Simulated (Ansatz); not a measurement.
System: SiBr₂, charge 0, singlet. SiBr2 (SMILES Br[Si]Br).
B3LYP-D3(BJ)/def2-TZVP minimum from Ansatz (a quantum-chemistry and plane-wave program):
```
Si
Br 1 2.2694
Br 1 2.2694 2 102.37
```

Total energies in def2-TZVPP, 18 correlated electrons, 33 frozen orbitals. Radicals and triplets start from unrestricted determinants; spin-orbit coupling is neglected. Cores are frozen in correlated methods (noble-gas shells, and filled d and f shells in the p block). No relativity. Spin-orbit terms, left out, reach several kcal/mol for Br and I, and more for heavier atoms. The restricted determinant of Br2Si (Br[Si]Br, singlet) is unstable towards broken spin symmetry in at least one set run.

| method | program | energy (Eh) | minus CCSDT(Q) (mEh) |
|---|---|---|---|
| HF | Ansatz | -5433.83778 | 475.74 |
| MP2 | Ansatz | -5434.25352 | 60.00 |
| CCSD | Ansatz | -5434.28940 | 24.12 |
| CCSD(T) | Ansatz | -5434.31103 | 2.49 |
| CCSDT(Q) | Ansatz | -5434.31352 | 0.00 |

Rough core times of Ansatz's runs on a shared machine: CCSD(T) under 20 s, CCSDT(Q) 20 min.
